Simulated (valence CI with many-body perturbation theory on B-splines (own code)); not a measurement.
Hf⁵⁹⁺: key properties

Method: configuration interaction combined with many-body perturbation theory (CI+MBPT): three valence electrons over a frozen Dirac-Fock core [Ne], radial functions for each j: 9 s, 9 p, 8 d, 6 f, 3 g, 1 h, with the one-electron correlation potential Σ1 (screened to all orders), the two-electron term Σ2, the three-electron term Σ3, Breit, model QED; selected single and double excitations, second order for the rest, scaled by the run's own slope (own B-spline code, finite nucleus).

The last digits are not significant, and no measured levels were compared; by estimate large intervals hold to a few tenths of a per cent, small ones and those within an open d or f shell to about a per cent.

Levels are named by their leading jj configuration (3d3/2^4 stands for four electrons in 3d with j = 3/2), which in mixed levels can hold well under half, so a name can repeat and another be missing.

Rates and lifetimes use the calculated energies. Strong lines usually hold to 10 to 20 %, long lifetimes can be off by a factor of two.

Q: What is the ground level?

A: (3s^2 3p1/2) J=1/2, composition 100 % 3s²3p ²P°, g = 0.648.

Q: Name the longest-lived excited levels whose lifetime is computed, and their main decay.

A: (3s 3p3/2 3d5/2) J=9/2 at 8413.8 × 10³ cm⁻¹ lives 6.95 ns, mostly by M1 to (3s 3p1/2 3d5/2) J=7/2; (3s^2 3p3/2) J=3/2 at 2573.4 × 10³ cm⁻¹ lives 3.13 ns, mostly by E1 to (3s 3p1/2^2) J=1/2.

Q: How well does LS coupling describe the low levels?

A: Among the lowest 20 levels the leading LS term, summed over configurations, holds 63 % on average. For single configurations the figures are 61 % in LS and 92 % in jj coupling. Terms mix most in the J = 3/2 level at 5667.1 × 10³ cm⁻¹, where the leading one holds 34 %.

Q: What is the ionisation energy?

A: 6284.9 eV; NIST lists 6284 ± 7 eV (theoretical).

Q: What are the static dipole polarisabilities of the lowest levels?

A: (3s^2 3p1/2) J=1/2 0.00317 bohr³, of which the core gives 5.06e-05.
